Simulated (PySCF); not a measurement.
Compound: C₉H₁₇N.
Atom-mapped SMILES: `[CH3:1]/[N:2]=[CH:3]/[CH:4]1[CH2:5][CH2:6][CH2:7][CH2:8][CH2:9][CH2:10]1` (hydrogens: H11, H12, H13 on C1; H14 on C3; H15 on C4; H16, H17 on C5; H18, H19 on C6; H20, H21 on C7; H22, H23 on C8; H24, H25 on C9; H26, H27 on C10)

Method used: PBE0-D3(BJ)/def2-SVP geometry optimisation, gas phase in PySCF 2.14.0.

Task: List the bond lengths, angles and torsions at this level.

Result: 
```tsv
bond	length (Å)
C1–N2	1.434
N2=C3	1.264
C3–C4	1.500
C4–C5, C4–C10	1.539
C5–C6, C9–C10	1.529
C6–C7, C8–C9	1.528
C7–C8	1.524
C1–H11, C1–H12, C1–H13	1.105
C3–H14	1.115
C4–H15	1.101
C5–H16, C10–H26	1.104
C5–H17, C10–H27	1.102
C6–H18, C9–H24	1.103
C6–H19, C9–H25	1.103
C7–H20, C8–H23	1.104
C7–H21, C8–H22	1.104
```

Bonds in one row agree within 0.01 Å and their mean is given. A selection of angles:
```tsv
angle	degrees
N2–C1–H11	114.2
N2–C1–H12	109.6
H11–C1–H12	108.5
H11–C1–H13	108.5
H12–C1–H13	106.2
C1–N2–C3	118.7
N2–C3–C4	123.1
N2–C3–H14	121.1
C4–C3–H14	115.7
C3–C4–C5	108.7
C3–C4–C10	110.6
C3–C4–H15	105.6
C5–C4–C10	115.1
C5–C4–H15	108.5
C10–C4–H15	107.8
C4–C5–C6	116.4
C4–C5–H16	109.3
C4–C5–H17	107.1
C6–C5–H16	108.1
C6–C5–H17	110.1
H16–C5–H17	105.2
C5–C6–C7	113.8
C5–C6–H18	108.4
C5–C6–H19	110.3
C7–C6–H18	107.9
C7–C6–H19	110.4
H18–C6–H19	105.6
C6–C7–C8	116.2
C6–C7–H20	108.0
C6–C7–H21	109.1
C8–C7–H20	109.0
C8–C7–H21	108.3
H20–C7–H21	105.7
C7–C8–H22	109.1
C7–C8–H23	108.3
C9–C8–H22	107.9
C9–C8–H23	109.2
C8–C9–H24	110.2
C8–C9–H25	108.0
C10–C9–H24	110.8
C10–C9–H25	108.4
C9–C10–H26	109.8
C9–C10–H27	108.1
C4–C10–C9	117.1
```

Dihedral angles: C1–N2–C3–C4 -179° (antiperiplanar); N2–C3–C4–C5 109° (anticlinal); C3–C4–C5–C6 165° (antiperiplanar); C4–C5–C6–C7 -87° (synclinal); C5–C6–C7–C8 70° (synclinal); C6–C7–C8–C9 -53° (synclinal); C7–C8–C9–C10 71° (synclinal); C8–C9–C10–C4 -85° (synclinal); C3–C4–C10–C9 -87° (synclinal). The mirror-image conformer, all signs reversed, is as good.

The 8 C–C bonds span 1.500 Å (C3–C4, drawn single) to 1.540 Å (C4–C10, drawn single), a spread of 0.040 Å. Of the pairs four or more bonds apart, H11···H14 is among the closest relative to their van der Waals radii: 2.21 Å, 92 % of the sum of Bondi's values. The C–N distances run from 1.264 Å (N2=C3, drawn double) to 1.434 Å (C1–N2, drawn single), a spread of 0.170 Å. N2 (imine nitrogen) is bent (angle 118.7°). The 7-membered ring C4–C5–C6–C7–C8–C9–C10 has internal angles of 113.7° to 117.1°; it is puckered, 0.31 Å rms from its mean plane, widest ring torsion 87°.

Point group: C1 (no symmetry element, even within 0.4 Å). No PBE0-D3(BJ)/def2-SVP frequencies stand behind this structure, so it isn't proved a minimum. The numbers are those of one conformer.
